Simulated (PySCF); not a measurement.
PySCF 2.14 output of an unrestricted r2SCAN calculation on a single atom or ion in aug-cc-pVTZ-PP with one added diffuse shell each of d, f type with ECP28MDF (6s5p5d3f, 67 functions), with a scalar-relativistic core potential:

```
SCF conv_tol = 1e-09
number electrons alpha = 12  beta = 10
    J. W. Furness, A. D. Kaplan, J. Ning, J. P. Perdew, and J. Sun.,  J. Phys. Chem. Lett. 11, 8208-8215 (2020)
    J. W. Furness, A. D. Kaplan, J. Ning, J. P. Perdew, and J. Sun.,  J. Phys. Chem. Lett. 11, 9248-9248 (2020)
    J. W. Furness, A. D. Kaplan, J. Ning, J. P. Perdew, and J. Sun.,  J. Phys. Chem. Lett. 11, 8208-8215 (2020)
    J. W. Furness, A. D. Kaplan, J. Ning, J. P. Perdew, and J. Sun.,  J. Phys. Chem. Lett. 11, 9248-9248 (2020)
cycle= 1 E= -214.169191830233  delta_E= -0.00844  |g|= 0.0266  |ddm|= 1.04
cycle= 2 E= -214.169391020881  delta_E= -0.000199  |g|= 0.0178  |ddm|= 0.175
cycle= 3 E= -214.169489384198  delta_E= -9.84e-05  |g|= 0.00146  |ddm|= 0.0435
cycle= 4 E= -214.169495075742  delta_E= -5.69e-06  |g|= 0.00037  |ddm|= 0.0362
cycle= 5 E= -214.169496095043  delta_E= -1.02e-06  |g|= 0.000138  |ddm|= 0.00815
cycle= 6 E= -214.169496358119  delta_E= -2.63e-07  |g|= 2.99e-05  |ddm|= 0.00662
cycle= 7 E= -214.169496365837  delta_E= -7.72e-09  |g|= 3.01e-06  |ddm|= 0.00247
cycle= 8 E= -214.169496365884  delta_E= -4.71e-11  |g|= 5.68e-07  |ddm|= 0.000212
converged SCF energy = -214.169496365884  <S^2> = 2.0046139  2S+1 = 3.0030744
```

The run itself started from symmetry-adapted Hartree-Fock orbitals and held the occupation by maximum overlap, on a logarithmic radial grid, so the iterations belong to that start.

Which element, charge and spin multiplicity is this?

Sn (tin, neutral), multiplicity 3; the state was [Kr] 4d10 5s2 5p1 6s1, high-spin 3P determinant (an excited configuration).

Energies and moments cover only the electrons outside the core potential. The outer electron is Rydberg-like, and this basis confines it to a smaller radius and binds it less than a complete one would.
